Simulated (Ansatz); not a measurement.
`[BH2][GaH][Se]C`, 10 atoms. Charge 0, multiplicity 1. Correlated methods include outer-core shells of Ga, Se, which these sets cover unevenly. Scalar relativity is left out up to krypton. All runs use 4 threads of an Intel Xeon Platinum 8488C on a shared host. Correlated methods freeze the cores.

(1) How many basis functions does each run have, and how long does it take in Ansatz? RKS r2SCAN0-D4/def2-TZVPP energy; RKS ωB97M-V/def2-QZVPP energy; RKS revPBE-D4/def2-TZVPP energy; RKS PBE0-D4/def2-TZVP frequencies; RHF-MP2/def2-QZVPP energy; RKS PBE0-D4/def2-SVP energy; direct RPA on PBE orbitals/def2-TZVPP energy; RKS PBE0-D4/def2-QZVPP energy; RHF-CCSD(T)/def2-SVP energy; RHF-CCSD(T)/def2-TZVPP energy; RKS PBE-D4/def2-TZVPP energy and forces; RKS r2SCAN-D4/def2-TZVPP energy and forces. (An estimate is asked.)

## Answers

(1) The calculation gave: Other jobs shared the machine, so times are rough.

```json
{"level": "RKS PBE0-D4/def2-SVP", "job": "energy", "functions": "122", "wall time": "1.2 s", "peak host memory (GiB)": "0.45"}
{"level": "RKS revPBE-D4/def2-TZVPP", "job": "energy", "functions": "242", "wall time": "1.5 s", "peak host memory (GiB)": "0.34"}
{"level": "RKS PBE-D4/def2-TZVPP", "job": "energy and forces", "functions": "242", "wall time": "1.9 s", "peak host memory (GiB)": "0.34"}
{"level": "RKS r2SCAN-D4/def2-TZVPP", "job": "energy and forces", "functions": "242", "wall time": "3.3 s", "peak host memory (GiB)": "0.37"}
{"level": "RKS r2SCAN0-D4/def2-TZVPP", "job": "energy", "functions": "242", "wall time": "3.6 s", "peak host memory (GiB)": "0.84"}
{"level": "direct RPA on PBE orbitals/def2-TZVPP", "job": "energy", "functions": "242", "wall time": "3.8 s", "peak host memory (GiB)": "0.57"}
{"level": "RHF-CCSD(T)/def2-SVP", "job": "energy", "functions": "122", "wall time": "7 s", "peak host memory (GiB)": "0.69"}
{"level": "RKS PBE0-D4/def2-QZVPP", "job": "energy", "functions": "472", "wall time": "7.5 s", "peak host memory (GiB)": "2.1"}
{"level": "RKS ωB97M-V/def2-QZVPP", "job": "energy", "functions": "472", "wall time": "15 s", "peak host memory (GiB)": "2.4"}
{"level": "RHF-MP2/def2-QZVPP", "job": "energy", "functions": "472", "wall time": "19 s", "peak host memory (GiB)": "2.8"}
{"level": "RHF-CCSD(T)/def2-TZVPP", "job": "energy", "functions": "242", "wall time": "120 s", "peak host memory (GiB)": "4.8"}
{"level": "RKS PBE0-D4/def2-TZVP", "job": "frequencies", "functions": "194", "wall time": "2 min", "peak host memory (GiB)": "0.64"}
```
